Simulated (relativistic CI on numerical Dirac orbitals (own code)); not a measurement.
**Transition arrays of Zn⁷⁺**

Method of calculation: Dirac-Coulomb-Breit CI, KLI orbitals optimised for each configuration, model QED, valence Slater integrals scaled by 0.9, whole transition arrays (own radial code, finite nucleus).

Configurations in the expansion (outside the closed core [Ne] 3s2): 3p⁶3d⁵, 3p⁶3d⁴4f, 3p⁵3d⁶, 3p⁶3d⁴4p, 3p⁶3d⁴5f. Levels of other configurations are missing.

All E1 lines from the levels of 3p⁶3d⁵; mean and standard deviation are weighted by gf, and upper levels are sorted by their leading configuration.

```
Upper configuration  Lines    Σgf  Mean (eV)  Mean (nm)  σ (eV)  Strongest line (nm)
           3p⁶3d⁴4f   5470  467.0     114.08     10.868    3.11               10.780
             3p⁵3d⁶   3092  299.9      90.98     13.628    7.14               12.326
           3p⁶3d⁴4p   3398  116.9      75.47     16.428    3.61               16.368
           3p⁶3d⁴5f   5470  299.1     133.66      9.276    3.27                9.185
```

Σgf per state of the lower configuration in bins of 0.2 nm over the central range (centre: value): 8.9: 0.10, 9.1: 0.38, 9.3: 0.38, 9.5: 0.19, 9.7: 0.09, 9.9: 0.02, 10.1: 0.01, 10.3: 0.04, 10.5: 0.25, 10.7: 0.56, 10.9: 0.44, 11.1: 0.28, 11.3: 0.15, 11.5: 0.07, 11.7: 0.02, 11.9: 0.01, 12.1: 0.01, 12.3: 0.09, 12.5: 0.01, 12.7: 0.20, 12.9: 0.11, 13.1: 0.05, 13.3: 0.08, 13.5: 0.06, 13.7: 0.08, 13.9: 0.09, 14.1: 0.09, 14.3: 0.03, 14.5: 0.05, 14.7: 0.07, 14.9: 0.05, 15.1: 0.03, 15.3: 0.02, 15.5: 0.02, 15.7: 0.02, 15.9: 0.04, 16.1: 0.05, 16.3: 0.07, 16.5: 0.10, 16.7: 0.08, 16.9: 0.04.

Task: How do configuration mixing and the scaling of the Slater integrals move the arrays?

Result: Slater scale 0.9, no configuration mixing: 3p⁶3d⁴4f 114.0 ± 3.0 eV (Σgf 388.0), 3p⁵3d⁶ 91.8 ± 7.0 eV (Σgf 470.2), 3p⁶3d⁴4p 74.6 ± 2.7 eV (Σgf 86.1), 3p⁶3d⁴5f 133.7 ± 3.2 eV (Σgf 198.7); Slater scale 1: 3p⁶3d⁴4f 114.2 ± 3.5 eV (Σgf 485.6), 3p⁵3d⁶ 91.5 ± 7.8 eV (Σgf 280.1), 3p⁶3d⁴4p 75.4 ± 3.7 eV (Σgf 115.6), 3p⁶3d⁴5f 133.7 ± 3.7 eV (Σgf 311.3); Slater scale 0.8: 3p⁶3d⁴4f 114.0 ± 2.9 eV (Σgf 450.2), 3p⁵3d⁶ 90.2 ± 6.3 eV (Σgf 321.6), 3p⁶3d⁴4p 75.0 ± 2.9 eV (Σgf 112.8), 3p⁶3d⁴5f 133.6 ± 2.9 eV (Σgf 288.6). With mixing, levels are counted to their leading configuration, so an array can shrink or vanish into another, and the sums then hold other lines.
